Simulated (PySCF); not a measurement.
Q: Give a PBE0-D3(BJ)/def2-SVP geometry of `C#C[C@]1(C)C[SiH2]1`.

A: 
```xyz
14
C5H8Si angstrom
C      1.696    0.400    2.051
C      0.950    0.273    1.102
C      0.064    0.124   -0.022
C      0.180    1.200   -1.088
C     -1.372   -0.355    0.313
Si    -0.355   -1.644   -0.554
H      2.361    0.510    2.887
H     -0.473    0.980   -1.947
H      1.212    1.280   -1.458
H     -0.118    2.180   -0.680
H     -1.593   -0.487    1.377
H     -2.173    0.161   -0.229
H      0.193   -2.782    0.221
H     -0.580   -1.885   -2.002
```

Any rigid rotation of these coordinates is as good. Atoms count from 1 in this order. The 4 C–C bonds span 1.214 Å (C1≡C2, drawn triple) to 1.551 Å (C3–C5, drawn single), a spread of 0.337 Å. Si6 (SiH2 silicon) has angles from 48.9° to 119.5°. The 2 C–Si bonds span 1.856 Å (C5–Si6, drawn single) to 1.893 Å (C3–Si6, drawn single), a spread of 0.037 Å. The 3-membered ring C3–C5–Si6 has internal angles of 48.9° to 66.8°.

Bonds between heavy atoms (Å): C1≡C2 1.214, C2–C3 1.439, C3–C4 1.520, C3–C5 1.551, C5–Si6 1.856, C3–Si6 1.893.

Level of theory: PySCF 2.14.0, PBE0-D3(BJ)/def2-SVP geometry optimisation, gas phase.

Point group: C1 (no symmetry element, even within 0.4 Å). No frequency check.
